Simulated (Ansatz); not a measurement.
Energy needed to pull apart InH₂SCl (SMILES [SH][InH][Cl]), singlet, into free ground-state atoms, from the structure below (displaced at random from a GFN2-xTB minimum); no zero-point or spin–orbit terms; open-shell atoms are treated unrestricted, in their ground-state multiplicity.

S1  (-0.957, -1.122, 0.977)
In2  (0.640, -0.131, -0.361)
Cl3  (0.161, 2.143, -0.563)
H4  (-1.552, -0.058, 1.043)
H5  (2.064, -1.137, -1.041)
(Å)

Program: Ansatz 0.2.0. Basis: def2-TZVPP. Cores are frozen in the correlated methods. Filled d shells of the heavier atoms are correlated. Core potentials replace the inner electrons of the atoms past krypton. The def2 sets are not built for correlating such inner shells, so the correlated values are less sure here.

```csv
method,atomization energy (eV)
PBE-D4,12.17
BLYP-D4,11.72
r2SCAN-D4,12.29
PBE0-D4,?
LC-wPBE,12.00
wB97M-V,?
HF,8.52
MP2,11.90
CCSD,11.57
CCSD(T),11.83
```

(1) What does wB97M-V give? (Judge from chemistry; the value comes from the calculation.)

(2) What does PBE0-D4 give? (An estimate is asked for; the value comes from the calculation.)

The T1 diagnostic stays at or below 0.014.

## Answers

(1) Computed: 12.32 eV, which is about 0.49 eV more than CCSD(T)/def2-TZVPP.

(2) By the calculation: 12.08 eV, which is about 0.25 eV more than CCSD(T)/def2-TZVPP.

In triple zeta the MP2 and coupled-cluster atomization energies are still short of their basis limit by a few kcal/mol a bond, whereas those of the functionals are nearly converged, so these differences are not deviations from converged CCSD(T).

For scale, one of the runs: CCSD(T)/def2-TZVPP forces, 162 basis functions (an equivalent command: `ansatz run in.yaml --threads 4`). Time: 110 s of wall clock on 4 CPU threads; the host was shared. Peak host memory: 2.3 GiB.
